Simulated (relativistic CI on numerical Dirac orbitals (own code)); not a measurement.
One change at a time: Ca15+

Base calculation: Dirac-Coulomb-Breit CI, separate exchange-only KLI orbitals for each configuration, model QED (radiative potential, 1s self-energy scaled to tabulated hydrogen-like ionisation energies), unscaled Slater integrals.

Configurations in the expansion (outside the closed core 1s2): 2s2.2p, 2s.2p2, 2p3, 2p2.3s, 2p2.3p, 2p2.3d, 2s2.3s, 2s2.3p, 2s2.3d, 2s.2p.3s, 2s.2p.3p, 2s.2p.3d, 2s2.4s, 2s2.4p, 2s2.4d, 2s2.4f. Levels of other configurations are missing.

Variants: (1) valence Slater integrals scaled by 0.9; (2) configuration mixing switched off; (3) only the first 3 configurations. Shifts of the energy above 2s2.2p 2P°_1/2, in eV, for the lowest level and the first level of each name with at least 55 % of one term (blank where a level changes its place among those of its configuration and J or its character, or is not in the variant):

```
           Level     Base    Δ(1)    Δ(2)    Δ(3)
  2s2.2p 2P°_1/2    0.000   0.000   0.000   0.000
  2s2.2p 2P°_3/2    4.524  +0.021  +0.129  +0.005
   2s.2p2 4P_1/2   32.733  +1.282  -3.855  -0.275
   2s.2p2 4P_3/2   34.519  +1.311  -3.854  -0.274
   2s.2p2 4P_5/2   36.785  +1.295  -3.849  -0.269
   2s.2p2 2D_3/2   60.009  -1.121  -3.412  +0.168
   2s.2p2 2D_5/2   60.308  -1.077  -3.420  +0.160
   2s.2p2 2S_1/2   74.357  -2.779  -3.609  -0.029
   2s.2p2 2P_1/2   79.671  -2.945  -3.296  +0.284
   2s.2p2 2P_3/2   81.258  -3.051  -3.107  +0.473
     2p3 4S°_3/2  103.558  +0.747  -3.970  -0.330
     2p3 2D°_3/2  117.602  -0.689  -3.668  +0.158
     2p3 2D°_5/2  118.176  -0.604  -3.418  +0.162
     2p3 2P°_1/2  131.996  -2.263  -7.098  +0.062
     2p3 2P°_3/2  133.130  -2.154  -6.911  +0.067
   2s2.3s 2S_1/2  544.892  +0.505  +3.492        
  2s2.3p 2P°_1/2  561.100  +0.567  +3.849        
  2s2.3p 2P°_3/2  562.364  +0.559  +3.844        
   2s2.3d 2D_3/2  577.522  +0.329  +2.357        
2s.2p.3s 4P°_1/2  577.611  +0.434  -3.188        
   2s2.3d 2D_5/2  577.877  +0.326  +2.340        
2s.2p.3s 4P°_3/2  578.974  +0.418  -3.202
```

At this charge energies of transitions that change n are usually good to better than 1 %, and those within a shell (Δn = 0) to a few per cent.

Ionisation energy from the two ground configurations alone: base 974.846 eV. The NIST ASD value (semi-empirical) is 973.7 eV.
